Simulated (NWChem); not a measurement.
Species: CH$_{2}$ClFO$_{2}$Si; SMILES F[Si]1(Cl)OCO1

```xyz
8

F      1.8574    -0.2617     0.0000
Si     0.2866    -0.0103     0.0000
Cl    -0.5923    -1.8447     0.0000
O     -0.2659     1.0938    -1.1154
C     -0.6774     1.9201     0.0000
O     -0.2659     1.0938     1.1154
H     -0.1358     2.8697     0.0000
H     -1.7613     2.0606     0.0000
```
Atoms are numbered in this order, from 1.

Program: NWChem. Pople sets run with spherical d functions. Structure relaxed at the B3LYP/6-31G* (spherical d) level. Level: B3LYP/6-31G* with SMD (1 M gas to 1 M solution), gas-phase geometry. Reactions with the solvent are ignored.

Q: Predict the results for solvent toluene. Quantities: solvation free energy (kcal/mol); cavity-dispersion-structure term (kcal/mol); dipole in solution (D).

A: 
| Property | Value |
|---|---|
| solvation free energy (kcal/mol) | -3.5 |
| cavity-dispersion-structure term (kcal/mol) | -1.6 |
| dipole in solution (D) | 1.66 |
